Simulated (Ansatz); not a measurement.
NaAu4⁻, relaxed as a singlet with RKS PBE-D4/def2-SVPD in Ansatz, starting from the GFN2-xTB geometry. Force threshold 0.02 eV/Å.

In the def2 sets Au takes a core potential; there is no spin–orbit coupling. The structure comes from a short search, and lower isomers may exist.

Start:

```xyz
5

Na   -0.0462    1.0090   -1.8753
Au    2.5920   -2.2806    2.8992
Au    0.5666   -1.1275    1.8263
Au   -1.3868    0.1023    0.5778
Au   -1.7255    2.2969   -3.4279
```

```csv
step,energy (eV),largest force component (eV/Å),SCF passes
1,-19196.3911,0.453,19
2,-19196.4727,0.226,22
3,-19196.5334,0.138,27
4,-19196.5854,0.156,26
5,-19196.6352,0.147,21
6,-19196.6799,0.106,20
7,-19196.7159,0.095,21
8,-19196.7439,0.055,21
9,-19196.7607,0.115,21
10,-19196.7668,0.127,20
11,-19196.7744,0.059,21
12,-19196.7752,0.010,21
```

Force components are those of the run's own axes.

End:

```xyz
5

Na   -0.386    0.608   -0.944
Au    2.702   -1.561    1.466
Au    0.214   -0.862    1.529
Au   -2.254   -0.032    1.316
Au   -0.276    1.847   -3.366
```

Bonds formed: Na1–Au3 (atoms count from 1). The end is the same structure that another start reached, the lowest one found.

No frequencies were taken in this run, so the end may be a saddle point.

Run time 15 s (4 threads of Intel Xeon Platinum 8488C on a shared host).
